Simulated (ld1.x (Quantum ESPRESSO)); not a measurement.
tungsten (W): TM pseudisation with PBE, fully relativistic reference atom.

| Property | Result |
| --- | --- |
| Element | W |
| Generator | ld1.x (Quantum ESPRESSO) 7.5 |
| Type | norm-conserving Troullier–Martins (Kleinman–Bylander form) |
| Functional | PBE |
| Relativity | fully relativistic |
| Frozen core | [Kr] 4d10 4f14 |
| Valence charge | 14 |
| Reference configuration | 5s2 5p6 5d4 6s1.5 6p0 (charge +0.5) |
| Partial waves | 5s (bound): rc 1.85 bohr; 5d (bound): rc 2.10 bohr; 5p (bound): rc 2.15 bohr |
| Local potential | the p channel |
| Core correction | Bessel-smoothed model core inside 1.70 bohr |

Open shells are filled in proportion to 2j + 1 (rel_dist='average').

Occupied shells without a wave of their own: 6s. They enter only through the test configuration that unscreens the potential, and ld1.x also counts them in the model core charge.

Poles of the logarithmic derivatives, all-electron (AE) and pseudo (PS). s: poles at -6.0, 3.6 (AE) and -6.0, 3.0 (PS) Ry. p1/2: poles at -3.8 (AE) and -3.2, 4.4 (PS) Ry. p3/2: poles at -3.0 (AE) and -3.2, 4.4 (PS) Ry. d3/2: poles at 0.4 (AE) and 0.4 (PS) Ry. d5/2: poles at 0.5 (AE) and 0.5 (PS) Ry. Test radius 2.35 bohr.

- Largest excitation error: -2514 meV (all-electron minus pseudo) for 5s2 5p6 5d2 6s0 6p0, out of 7 test configurations

A Bessel basis up to 400 Ry misses an occupied level by 4.14 Ry, so cutoffs and ghosts were not judged. The potential misses its own reference levels by up to 6.8 eV, so it is not fit for use. ld1.x takes every shell without a wave as core, so the model core holds the 6s electrons as well and exchange and correlation see them twice. This cancels in the reference configuration, but the file is broken for other ones, and its errors say nothing about a proper core correction.
